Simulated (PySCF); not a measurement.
From one molecule to another.

First species: C5H15AlBN.
SMILES: `B[C@@H]1C[CH2][AlH2-][N+]1(C)C`

Second species: GeH5N.
SMILES: `[NH2][GeH3]`

Levels: CAM-B3LYP/def2-SVPD for HOMO energy, LUMO energy, HOMO–LUMO gap and static isotropic polarisability; TDDFT CAM-B3LYP/def2-SVPD for lowest singlet excitation; TDA CAM-B3LYP/def2-SVPD for lowest triplet excitation (Tamm–Dancoff); ΔSCF CAM-B3LYP/def2-SVPD for vertical ionisation energy. Geometries: PBE0-D3(BJ)/def2-SVP. All species are isolated and taken at one optimised geometry, non-relativistic unless stated. Electronic properties by PySCF.

(1) Which of the two has the higher LUMO energy, and by how much?

(2) Which has the higher static isotropic polarisability?

(3) Which has the higher vertical ionisation energy?

(4) Which of the two has the higher HOMO energy, and by how much?

(5) Which of the two has the higher S1 energy, and by how much?

(6) Which of the two has the higher HOMO–LUMO gap, and by how much?

(7) Which of the two has the higher T1 energy, and by how much?

Answers

(1) The second: 0.87 eV against -0.87 eV, a difference of 1.74 eV.

(2) The first: 108.3 au against 42.0 au, a difference of 66.3 au.

(3) The second: 9.86 eV against 8.82 eV, a difference of 1.04 eV.

(4) The first: -8.16 eV against -8.79 eV, a difference of 0.63 eV.

(5) The second: 6.19 eV against 4.88 eV, a difference of 1.31 eV.

(6) The second: 9.66 eV against 7.29 eV, a difference of 2.37 eV.

(7) The second: 5.78 eV against 4.70 eV, a difference of 1.08 eV.

On the first: The 10 singlets span 4.88 to 7.19 eV, and their oscillator strengths add up to 0.14. S1 lies 2.41 eV below the HOMO–LUMO gap; its leading configuration is HOMO→LUMO, weight 0.97.

On the second: S1 lies 3.47 eV below the HOMO–LUMO gap; its leading configuration is HOMO→LUMO, weight 0.84. No computed singlet falls in the visible range (750 to 380 nm, 1.65 to 3.26 eV); S1 lies 2.93 eV above its blue end. The calculation is non-relativistic and has no spin–orbit coupling, an omission that weighs most on germanium.

One conformer stands for the species.
